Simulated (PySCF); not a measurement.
**Working out the excitation energy of As⁺**

As⁺ [Ar] 3d10 4s2 4p2 (3P) → As⁺ [Ar] 3d10 4s1 4p2 5s1 (5P). All numbers are calculated (PySCF 2.14, a scalar-relativistic core potential, in aug-cc-pVTZ-PP with ECP10MDF). Frozen: 3s2 3p6 3d10. Energies in hartree (1 hartree = 27.21139 eV):

```tsv
part	As⁺ (lower)	As⁺ (upper)
UHF	-330.864177	-330.283493
CCSD correlation	-0.069637	-0.022766
(T)	-0.001665	-0.000330
```

Task: What does Hartree-Fock give?

Result: (-330.283493) − (-330.864177) = 0.580684 hartree = 15.801 eV.

Task: What do CCSD and CCSD(T) give?

Result: The CCSD correlation energies differ by 0.046871 hartree = 1.275 eV and the triples by 0.001335 hartree = 0.036 eV, so CCSD gives 17.076 eV and CCSD(T) 17.112 eV.
